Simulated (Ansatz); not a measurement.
`FB(Cl)Cl` + HCl → `ClB(Cl)Cl` + H–F at 400 K and 1 bar (ligand exchange at a B–F bond).

Computed with Ansatz on PBE0-D4/def2-TZVP structures; ΔE is electronic, products minus reactants. CCSD(T)/CBS is frozen-core, at the limit of the def2 triple- and quadruple-zeta sets.

```tsv
species	CCSD(T)/CBS energy (Eh)	H − E (kJ/mol)	S (J/(mol·K))
`FB(Cl)Cl`	-1044.28205	43.9	305.5
HCl	-460.38167	29.6	195.4
`ClB(Cl)Cl`	-1404.24853	41.0	308.8
H–F	-100.39431	36.5	182.2
```

H − E and S are ideal-gas, rigid-rotor, harmonic terms from PBE0-D4/def2-TZVP. 1 Eh = 2625.50 kJ/mol, R = 8.31446 J/(mol·K).

Question: By hand: ΔE, ΔH, ΔS and ΔG.

Answer: ΔE = (-1404.24853) + (-100.39431) − (-1044.28205) − (-460.38167) = 0.02088 Eh = 54.8 kJ/mol. Δ(H − E) = 41.0 + 36.5 − 43.9 − 29.6 = 4.0, so ΔH = 58.8 kJ/mol. ΔS = 308.8 + 182.2 − 305.5 − 195.4 = -9.9 J/(mol·K). ΔG = 58.8 − 400 × (-9.9)/1000 = 62.8 kJ/mol.

Question: By hand: the equilibrium constant, and the temperature at which ΔG would vanish if ΔH and ΔS stayed fixed.

Answer: log₁₀ K = −ΔG/(RT ln 10) = -8.2. ΔH and −TΔS have one sign here, so there is no such temperature.

The number of gas molecules stays the same, so ΔS is small and ΔH decides. A doubt of 5 kJ/mol in ΔE shifts log₁₀ K by 0.7 here. These are equilibria of isolated gas molecules and say nothing of rates. Largest T1 diagnostic: 0.012 (customary marks: 0.02 for closed shells, 0.045 for open ones).
